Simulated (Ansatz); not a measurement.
**Nudged elastic band run: CH₇NOSi₂**

The input (input.yaml):

```yaml
crystal:
  periodic: [false, false, false]
  atoms:
    - { symbol: "N", position_ang: [-0.587255, -0.692823, 2.371925] }
    - { symbol: C, position_ang: [0.074646, -0.698348, 1.149094] }
    - { symbol: O, position_ang: [-0.503864, -1.543657, -0.000729] }
    - { symbol: Si, position_ang: [-0.538197, 0.216598, -0.380597] }
    - { symbol: Si, position_ang: [0.849728, 0.993876, -2.09782] }
    - { symbol: H, position_ang: [-0.399221, -1.448887, 3.013484] }
    - { symbol: H, position_ang: [-1.523891, -0.326635, 2.415569] }
    - { symbol: H, position_ang: [1.14107, -0.893313, 1.236289] }
    - { symbol: H, position_ang: [-1.910983, 0.822539, -0.283016] }
    - { symbol: H, position_ang: [0.883209, 2.497106, -2.062608] }
    - { symbol: H, position_ang: [2.238514, 0.467305, -1.882503] }
    - { symbol: H, position_ang: [0.353343, 0.550938, -3.445089] }
basis:
  gaussian: { orbitals: "6-31G" }
hamiltonian:
  xc: pbe0
neb:
  order_check: false
  images: 5
  f_tol: 0.05
  max_iterations: 60
  initial_path: idpp
  optimiser: lbfgs
  climbing: true
  final_atoms:
    - { symbol: "N", position_ang: [-0.58929935, -0.68919257, 2.37157139] }
    - { symbol: C, position_ang: [0.07649155, -0.69273146, 1.15087486] }
    - { symbol: O, position_ang: [-0.49231226, -1.54701359, 0.00246711] }
    - { symbol: Si, position_ang: [-0.54011145, 0.21144256, -0.38285903] }
    - { symbol: Si, position_ang: [0.84793184, 0.99221674, -2.09816575] }
    - { symbol: H, position_ang: [-1.5297315, -0.3321341, 2.41085589] }
    - { symbol: H, position_ang: [-0.39585669, -1.44176199, 3.01572587] }
    - { symbol: H, position_ang: [1.14442282, -0.87906394, 1.24073832] }
    - { symbol: H, position_ang: [-1.91701672, 0.80949401, -0.28974401] }
    - { symbol: H, position_ang: [0.89433784, 2.49546721, -2.04804477] }
    - { symbol: H, position_ang: [2.23234344, 0.45031946, -1.88902312] }
    - { symbol: H, position_ang: [0.34589949, 0.56765667, -3.45039775] }
```

Launched with:

```bash
$ ansatz run input.yaml --threads 1 --pin off --max-ram 2048MiB --backend cpu --events-out ev --progress --plain --runs-dir out
```

Output, in part (warnings, iteration lines, the closing report on the highest movable image, with atoms numbered from 0):

```
NEB end point (image 0): max|allowed force component| = 9.313e-3 eV/Å (the criterion of neb.relax_end_points is 1.000e-2)
NEB end point (image 6): max|allowed force component| = 1.771e-2 eV/Å (the criterion of neb.relax_end_points is 1.000e-2)
NEB iter   1: max|band force component| = 1.326e0 eV/Å  barrier→ = 0.3617 eV  barrier← = 0.3617 eV  Δτ_max = 0.0274 Å  (189 SCF iters)
NEB iter   2: max|band force component| = 8.932e-1 eV/Å  barrier→ = 0.2941 eV  barrier← = 0.2941 eV  Δτ_max = 0.0169 Å  (153 SCF iters)
NEB iter   3: max|band force component| = 5.828e-1 eV/Å  barrier→ = 0.2540 eV  barrier← = 0.2540 eV  Δτ_max = 0.0511 Å  (142 SCF iters)
NEB iter   4: max|band force component| = 1.011e0 eV/Å  barrier→ = 0.2207 eV  barrier← = 0.2207 eV  Δτ_max = 0.0191 Å  (152 SCF iters)
NEB iter   5: max|band force component| = 1.038e0 eV/Å  barrier→ = 0.2093 eV  barrier← = 0.2093 eV  Δτ_max = 0.0165 Å  (145 SCF iters)
NEB iter   6: max|band force component| = 6.451e-1 eV/Å  barrier→ = 0.2031 eV  barrier← = 0.2031 eV  Δτ_max = 0.0045 Å  (127 SCF iters)
NEB iter   7: max|band force component| = 2.431e-1 eV/Å  barrier→ = 0.1978 eV  barrier← = 0.1978 eV  CI = image 3  Δτ_max = 0.0044 Å  (110 SCF iters)
NEB iter   8: max|band force component| = 3.092e-1 eV/Å  barrier→ = 0.1958 eV  barrier← = 0.1958 eV  CI = image 3  Δτ_max = 0.0045 Å  (118 SCF iters)
NEB iter   9: max|band force component| = 2.222e-1 eV/Å  barrier→ = 0.1944 eV  barrier← = 0.1944 eV  CI = image 3  Δτ_max = 0.0148 Å  (112 SCF iters)
NEB iter  10: max|band force component| = 4.812e-1 eV/Å  barrier→ = 0.1931 eV  barrier← = 0.1931 eV  CI = image 3  Δτ_max = 0.0095 Å  (131 SCF iters)
NEB iter  11: max|band force component| = 5.648e-1 eV/Å  barrier→ = 0.1916 eV  barrier← = 0.1916 eV  CI = image 3  Δτ_max = 0.0086 Å  (125 SCF iters)
NEB iter  12: max|band force component| = 3.251e-1 eV/Å  barrier→ = 0.1904 eV  barrier← = 0.1904 eV  CI = image 3  Δτ_max = 0.0021 Å  (122 SCF iters)
NEB iter  13: max|band force component| = 1.842e-1 eV/Å  barrier→ = 0.1890 eV  barrier← = 0.1890 eV  CI = image 2  Δτ_max = 0.0037 Å  (108 SCF iters)
NEB iter  14: max|band force component| = 2.528e-1 eV/Å  barrier→ = 0.1890 eV  barrier← = 0.1890 eV  CI = image 2  Δτ_max = 0.0036 Å  (111 SCF iters)
NEB iter  15: max|band force component| = 1.845e-1 eV/Å  barrier→ = 0.1890 eV  barrier← = 0.1890 eV  CI = image 2  Δτ_max = 0.0121 Å  (110 SCF iters)
NEB iter  16: max|band force component| = 4.278e-1 eV/Å  barrier→ = 0.1890 eV  barrier← = 0.1890 eV  CI = image 2  Δτ_max = 0.0086 Å  (127 SCF iters)
NEB iter  17: max|band force component| = 5.100e-1 eV/Å  barrier→ = 0.1890 eV  barrier← = 0.1890 eV  CI = image 2  Δτ_max = 0.0077 Å  (120 SCF iters)
NEB iter  18: max|band force component| = 2.825e-1 eV/Å  barrier→ = 0.1890 eV  barrier← = 0.1890 eV  CI = image 2  Δτ_max = 0.0019 Å  (119 SCF iters)
NEB iter  19: max|band force component| = 1.700e-1 eV/Å  barrier→ = 0.1890 eV  barrier← = 0.1890 eV  CI = image 2  Δτ_max = 0.0144 Å  (103 SCF iters)
NEB iter  20: max|band force component| = 4.372e-1 eV/Å  barrier→ = 0.1891 eV  barrier← = 0.1891 eV  CI = image 2  Δτ_max = 0.0066 Å  (134 SCF iters)
NEB iter  21: max|band force component| = 2.288e-1 eV/Å  barrier→ = 0.1891 eV  barrier← = 0.1891 eV  CI = image 2  Δτ_max = 0.0017 Å  (119 SCF iters)
NEB iter  22: max|band force component| = 1.596e-1 eV/Å  barrier→ = 0.1891 eV  barrier← = 0.1891 eV  CI = image 2  Δτ_max = 0.0222 Å  (102 SCF iters)
NEB iter  23: max|band force component| = 5.371e-1 eV/Å  barrier→ = 0.1893 eV  barrier← = 0.1893 eV  CI = image 2  Δτ_max = 0.0083 Å  (136 SCF iters)
NEB iter  24: max|band force component| = 3.176e-1 eV/Å  barrier→ = 0.1893 eV  barrier← = 0.1893 eV  CI = image 2  Δτ_max = 0.0027 Å  (117 SCF iters)
NEB iter  25: max|band force component| = 1.172e-1 eV/Å  barrier→ = 0.1893 eV  barrier← = 0.1893 eV  CI = image 2  Δτ_max = 0.0030 Å  (102 SCF iters)
NEB iter  26: max|band force component| = 1.637e-1 eV/Å  barrier→ = 0.1893 eV  barrier← = 0.1893 eV  CI = image 2  Δτ_max = 0.0024 Å  (110 SCF iters)
NEB iter  27: max|band force component| = 1.142e-1 eV/Å  barrier→ = 0.1894 eV  barrier← = 0.1894 eV  CI = image 2  Δτ_max = 0.0115 Å  (108 SCF iters)
NEB iter  28: max|band force component| = 3.613e-1 eV/Å  barrier→ = 0.1895 eV  barrier← = 0.1895 eV  CI = image 2  Δτ_max = 0.0073 Å  (126 SCF iters)
NEB iter  29: max|band force component| = 4.227e-1 eV/Å  barrier→ = 0.1895 eV  barrier← = 0.1895 eV  CI = image 2  Δτ_max = 0.0065 Å  (118 SCF iters)
NEB iter  30: max|band force component| = 2.324e-1 eV/Å  barrier→ = 0.1895 eV  barrier← = 0.1895 eV  CI = image 2  Δτ_max = 0.0019 Å  (116 SCF iters)
NEB iter  31: max|band force component| = 1.063e-1 eV/Å  barrier→ = 0.1895 eV  barrier← = 0.1895 eV  CI = image 2  Δτ_max = 0.0033 Å  (103 SCF iters)
NEB iter  32: max|band force component| = 1.863e-1 eV/Å  barrier→ = 0.1895 eV  barrier← = 0.1895 eV  CI = image 2  Δτ_max = 0.0027 Å  (112 SCF iters)
NEB iter  33: max|band force component| = 1.074e-1 eV/Å  barrier→ = 0.1896 eV  barrier← = 0.1896 eV  CI = image 2  Δτ_max = 0.0039 Å  (103 SCF iters)
NEB iter  34: max|band force component| = 1.901e-1 eV/Å  barrier→ = 0.1896 eV  barrier← = 0.1896 eV  CI = image 2  Δτ_max = 0.0043 Å  (111 SCF iters)
NEB iter  35: max|band force component| = 2.681e-1 eV/Å  barrier→ = 0.1896 eV  barrier← = 0.1896 eV  CI = image 2  Δτ_max = 0.0040 Å  (109 SCF iters)
NEB iter  36: max|band force component| = 1.412e-1 eV/Å  barrier→ = 0.1896 eV  barrier← = 0.1896 eV  CI = image 2  Δτ_max = 0.0011 Å  (104 SCF iters)
NEB iter  37: max|band force component| = 1.208e-1 eV/Å  barrier→ = 0.1896 eV  barrier← = 0.1896 eV  CI = image 2  Δτ_max = 0.0572 Å  (100 SCF iters)
NEB iter  38: max|band force component| = 7.050e-1 eV/Å  barrier→ = 0.1900 eV  barrier← = 0.1900 eV  CI = image 2  Δτ_max = 0.0127 Å  (153 SCF iters)
NEB iter  39: max|band force component| = 5.399e-1 eV/Å  barrier→ = 0.1899 eV  barrier← = 0.1899 eV  CI = image 2  Δτ_max = 0.0051 Å  (117 SCF iters)
NEB iter  40: max|band force component| = 7.656e-2 eV/Å  barrier→ = 0.1899 eV  barrier← = 0.1899 eV  CI = image 2  Δτ_max = 0.0007 Å  (105 SCF iters)
NEB iter  41: max|band force component| = 6.612e-2 eV/Å  barrier→ = 0.1899 eV  barrier← = 0.1899 eV  CI = image 2  Δτ_max = 0.0101 Å  (100 SCF iters)
NEB iter  42: max|band force component| = 1.943e-1 eV/Å  barrier→ = 0.1898 eV  barrier← = 0.1898 eV  CI = image 2  Δτ_max = 0.0032 Å  (120 SCF iters)
NEB iter  43: max|band force component| = 1.204e-1 eV/Å  barrier→ = 0.1898 eV  barrier← = 0.1898 eV  CI = image 2  Δτ_max = 0.0010 Å  (108 SCF iters)
NEB iter  44: max|band force component| = 5.565e-2 eV/Å  barrier→ = 0.1898 eV  barrier← = 0.1898 eV  CI = image 2  Δτ_max = 0.0034 Å  (100 SCF iters)
NEB iter  45: max|band force component| = 8.940e-2 eV/Å  barrier→ = 0.1897 eV  barrier← = 0.1897 eV  CI = image 2  Δτ_max = 0.0016 Å  (110 SCF iters)
NEB iter  46: max|band force component| = 6.802e-2 eV/Å  barrier→ = 0.1897 eV  barrier← = 0.1897 eV  CI = image 2  Δτ_max = 0.0015 Å  (107 SCF iters)
NEB iter  47: max|band force component| = 7.201e-2 eV/Å  barrier→ = 0.1897 eV  barrier← = 0.1897 eV  CI = image 2  Δτ_max = 0.0012 Å  (108 SCF iters)
NEB iter  48: max|band force component| = 7.002e-2 eV/Å  barrier→ = 0.1897 eV  barrier← = 0.1897 eV  CI = image 2  Δτ_max = 0.0015 Å  (104 SCF iters)
NEB iter  49: max|band force component| = 1.109e-1 eV/Å  barrier→ = 0.1896 eV  barrier← = 0.1896 eV  CI = image 2  Δτ_max = 0.0020 Å  (102 SCF iters)
NEB iter  50: max|band force component| = 6.677e-2 eV/Å  barrier→ = 0.1896 eV  barrier← = 0.1896 eV  CI = image 2  Δτ_max = 0.0008 Å  (104 SCF iters)
NEB iter  51: max|band force component| = 6.367e-2 eV/Å  barrier→ = 0.1896 eV  barrier← = 0.1896 eV  CI = image 2  Δτ_max = 0.0361 Å  (100 SCF iters)
NEB iter  52: max|band force component| = 1.639e-1 eV/Å  barrier→ = 0.1888 eV  barrier← = 0.1888 eV  CI = image 2  Δτ_max = 0.0027 Å  (148 SCF iters)
NEB iter  53: max|band force component| = 4.286e-2 eV/Å  barrier→ = 0.1888 eV  barrier← = 0.1888 eV  CI = image 2  Δτ_max = 0.0000 Å  (256 SCF iters)
Total energy: -20426.04034315 eV, -750.6431373435 hartree
Atom 0 at    -0.581255    -0.752346     2.387420 Å, force     0.025635     0.036366    -0.001192 eV/Å
Atom 1 at     0.161032    -0.640744     1.198779 Å, force    -0.001237    -0.001202     0.000071 eV/Å
Atom 2 at    -0.309066    -1.516557     0.103732 Å, force     0.003623     0.006620    -0.001844 eV/Å
Atom 3 at    -0.544863     0.225038    -0.356236 Å, force     0.003999     0.005611     0.011181 eV/Å
Atom 4 at     0.785890     0.930763    -2.145458 Å, force    -0.001271    -0.000303     0.002477 eV/Å
Atom 5 at    -1.076231    -1.612721     2.550077 Å, force    -0.004448    -0.031837    -0.006420 eV/Å
Atom 6 at    -0.880524     0.065252     2.886411 Å, force    -0.030991    -0.011928    -0.027585 eV/Å
Atom 7 at     1.248664    -0.678712     1.286212 Å, force     0.007830    -0.001200     0.001833 eV/Å
Atom 8 at    -1.992002     0.615687    -0.308407 Å, force     0.004403     0.013187     0.019510 eV/Å
Atom 9 at     0.694274     2.429121    -2.246848 Å, force     0.001698    -0.001417    -0.009046 eV/Å
Atom 10 at     2.210329     0.548263    -1.865529 Å, force    -0.002555    -0.002998     0.002127 eV/Å
Atom 11 at     0.360851     0.331656    -3.456154 Å, force    -0.006687    -0.010898     0.008888 eV/Å
Dipole moment:    -0.108461     0.498563     0.146926 e Å
```

The forces met the threshold. The order of the stationary point at the top wasn't checked. Limits of this set-up: no polarisation functions.

Final band (atoms are numbered from 1 in the order of the input):

```json
{"image": "0", "path coordinate (Å)": "0.00", "energy (eV)": "0.000", "dihedral H7–N1–C2–Si4 (°)": "12"}
{"image": "1", "path coordinate (Å)": "0.69", "energy (eV)": "0.086", "dihedral H7–N1–C2–Si4 (°)": "-23"}
{"image": "2", "path coordinate (Å)": "1.38", "energy (eV)": "0.189", "dihedral H7–N1–C2–Si4 (°)": "-62"}
{"image": "3", "path coordinate (Å)": "1.98", "energy (eV)": "0.144", "dihedral H7–N1–C2–Si4 (°)": "-86"}
{"image": "4", "path coordinate (Å)": "2.59", "energy (eV)": "0.081", "dihedral H7–N1–C2–Si4 (°)": "-117"}
{"image": "5", "path coordinate (Å)": "3.21", "energy (eV)": "0.049", "dihedral H7–N1–C2–Si4 (°)": "-167"}
{"image": "6", "path coordinate (Å)": "3.83", "energy (eV)": "0.000", "dihedral H7–N1–C2–Si4 (°)": "158"}
```

The run took 11 min on 1 thread of AMD EPYC 9R14 (Zen 4), on a shared host, peak memory 0.17 GiB.
